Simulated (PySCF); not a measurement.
C3H5BN2O, SMILES B1(C=CN=CO1)N.

The structure is a stationary point at TPSSh-D3(BJ)/def2-SVP. This is a generated structure with no PubChem entry under its InChIKey; it may be hypothetical. Other conformers were not sampled.

Two levels are set side by side: TDDFT-PBE/def2-SVPD (PySCF) and TDDFT-PBE0/def2-SVPD (PySCF). Vertical, same geometry. The lowest singlet is HOMO−1→LUMO 100 % with PBE and HOMO−1→LUMO 99 % with the other functional; states are paired by order. Differences are taken from unrounded values.

```
quantity                               TDDFT-PBE0  TDDFT-PBE  TDDFT-PBE minus TDDFT-PBE0
-------------------------------------  ----------  ---------  --------------------------
lowest singlet excitation (eV)               4.85       4.19                       -0.67
lowest triplet excitation (TDA) (eV)         3.30       3.24                       -0.06
first bright state (f over 0.05) (eV)        5.00       4.37                       -0.63
its oscillator strength                      0.12       0.05                       -0.07
```

Functionals without exact exchange tend to place singlet excitations lower, as here. Differences between two approximate levels are no errors against the true value.

Rough cost on one machine, each run with all the roots and properties that it gave: TDDFT-PBE0 against TDDFT-PBE about 4 times.
